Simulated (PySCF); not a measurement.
Ionisation energy of Ti¹⁷⁺ by level of theory

Ti¹⁷⁺ [He] 2s2 2p1 [2p1/2^1, M_J = 1/2] → Ti¹⁸⁺ [He] 2s2, as a difference of total energies. All numbers are calculated (PySCF 2.14, the two-component X2C-1e Hamiltonian, in an uncontracted even-tempered set (17 s from 3.8 bohr⁻², ratio 2.4; 11 p from 4.9 bohr⁻², ratio 2.4; 5 d from 17 bohr⁻², ratio 2.6; 4 f from 26 bohr⁻², ratio 2.6)). Correlated levels: nothing frozen; the 34 highest virtual spinors dropped. "Screened" scales the spin-orbit matrix elements by Boettger's factors to mimic the two-electron term; Breit and QED terms are absent.

| method | ionisation energy (eV) |
| --- | --- |
| GHF (spin-free) | 1217.4 |
| GMP2 (spin-free) | 1217.1 |
| GHF (screened spin-orbit) | 1222.3 |
| GMP2 (screened spin-orbit) | 1222.0 |

For comparison: 1220.3 ± 0.5 eV (semi-empirical (NIST evaluation); NIST Atomic Spectra Database, ionization energies).
